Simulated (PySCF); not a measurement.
Ti(SH)3: what the settings change

Ti(SH)3 holds Ti(III), d1, at total charge 0. The structure is a PBE0-D3(BJ)/def2-TZVP geometry optimised for multiplicity 2; coordination trigonal planar, point group C3h, metal–donor distances 2.29 Å.

```
7

Ti    0.0000    0.0000    0.0000
S     2.2947    0.0000    0.0000
H     2.2330    1.3493    0.0000
S    -1.1474    1.9873    0.0000
H    -2.2850    1.2592    0.0000
S    -1.1474   -1.9873    0.0000
H     0.0520   -2.6085    0.0000
```

Method (PySCF 2.14, density fitting): CASSCF(1,5) with orbitals averaged over all microstates of the shell, strongly contracted NEVPT2 on the averaged canonical orbitals; basis x2c-TZVPall on the metal, x2c-SVPall elsewhere; spin-free X2C; gas phase; spin-orbit coupling by state interaction with the mean-field operator over all roots.

Base run: NEVPT2 ground state 2A', next 2E'' at 5047, then 2E' at 10482 cm⁻¹, ζ 111 cm⁻¹, g 1.875 1.875 2.000, μeff(300 K) 1.77 μB.

(1) What happens with the basis x2c-TZVPall on all atoms?

No frequencies were computed for the optimised geometry. NEVPT2 lifts 2E'' from 3517 to 5047 cm⁻¹; on the d shell alone such lifts tend to overshoot. NEVPT2 on the d shell alone tends to put d–d bands too high for such charged or covalently bound ions.

## Answers

(1) NEVPT2 ground state 2A', next 2E'' at 4904, then 2E' at 10273 cm⁻¹, ζ 111 cm⁻¹, g 1.871 1.871 2.000, μeff(300 K) 1.77 μB. It took 7.6 s against 3.8 s on a shared host of the same kind.
